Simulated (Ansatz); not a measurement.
C7H7O (SMILES Cc1ccc([O])cc1), doublet (typed; the unrestricted solution is spin-contaminated), geometry from GFN2-xTB; HF/pcseg-1 run with Ansatz (a program for electronic structure).

Ansatz was given this input:
Ansatz 0.2 input:
```yaml
crystal:
  periodic: [false, false, false]
  atoms:
    - {symbol: C, position_ang: [-2.77485450, -0.31397233, -0.09795376]}
    - {symbol: C, position_ang: [-1.29792260, -0.13873099, -0.03622907]}
    - {symbol: C, position_ang: [-0.45540720, -1.26271643, 0.02356923]}
    - {symbol: C, position_ang: [0.90039985, -1.13281791, 0.06596932]}
    - {symbol: C, position_ang: [1.53805169, 0.17123047, 0.05117137]}
    - {symbol: O, position_ang: [2.76698655, 0.30614444, 0.08995023]}
    - {symbol: C, position_ang: [0.63546333, 1.30580553, -0.01312065]}
    - {symbol: C, position_ang: [-0.71777593, 1.13931539, -0.05441069]}
    - {symbol: H, position_ang: [-3.10307357, -1.07229238, 0.61135704]}
    - {symbol: H, position_ang: [-3.06467633, -0.65514815, -1.09371576]}
    - {symbol: H, position_ang: [-3.29368044, 0.61901725, 0.10676058]}
    - {symbol: H, position_ang: [-0.90589933, -2.24607811, 0.03647089]}
    - {symbol: H, position_ang: [1.54792454, -1.99548828, 0.11300103]}
    - {symbol: H, position_ang: [1.08227016, 2.28858041, -0.02585172]}
    - {symbol: H, position_ang: [-1.36648507, 2.00357152, -0.10159847]}
basis:
  gaussian:
    orbitals: pcseg-1.json
hamiltonian:
  xc: hf
magnetization: {spin_polarized: true, initial_magnetization: 1}
```
The basis file holds pcseg-1 in the JSON format of the Basis Set Exchange.

What the program printed (banner, timings and long lists left out):

```
Functional definition: HF
1600 factors; integrals over basis functions are off by at most 1.4e-3 eV
mean field evaluation 1: about -9351.9220 eV, gradient 3.1e1 eV
mean field evaluation 2: about -9352.1543 eV, gradient 3.1e1 eV
mean field evaluation 4: about -9357.5358 eV, gradient 5.4e0 eV
mean field evaluation 8: about -9358.2848 eV, gradient 5.1e-1 eV
mean field evaluation 16: about -9358.2965 eV, gradient 2.3e-5 eV
mean field evaluation 32: about -9358.2961 eV, gradient 1.2e-1 eV
mean field -9358.29651336 eV, -343.9110535848 hartree, gradient 2.3e-5 eV, S^2 1.269561; 2 other end points of the search recorded, 0 dependent functions left out
reference -9358.29651336 eV, -343.9110535848 hartree; 29, 28 occupied and 118, 119 virtual orbitals, 1600 factors
Total energy: -9358.29651336 eV, -343.9110535848 hartree
```
